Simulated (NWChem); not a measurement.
## SeSn in NWChem

```xyz
2

Sn     0.0000     0.0000     0.9594
Se     0.0000     0.0000    -1.4109
```
Charge 0, spin multiplicity 1.

Everything below was run with NWChem. All single points use one geometry, from PBE/def2-SVP with def2 effective core potentials on Sn, a minimum by its harmonic frequencies.

Symmetry labels belong to the abelian group C2v used in the runs, with the axes of the coordinates shown; states degenerate in a higher group split over its labels.

Effective core potentials replace the inner electrons of Sn; spin-orbit coupling is left out. The structure started from a generated list of species.

### Question
List the lowest 3 singlet excitations that TD-PBE/def2-SVPD with def2 effective core potentials on Sn gives, with oscillator strengths.

### Answer
```tsv
state	symmetry	energy (eV)	wavelength (nm)	f
1	a2	2.82	440	0.000
2	a2	3.06	406	0.000
3	a1	3.06	406	0.000
```
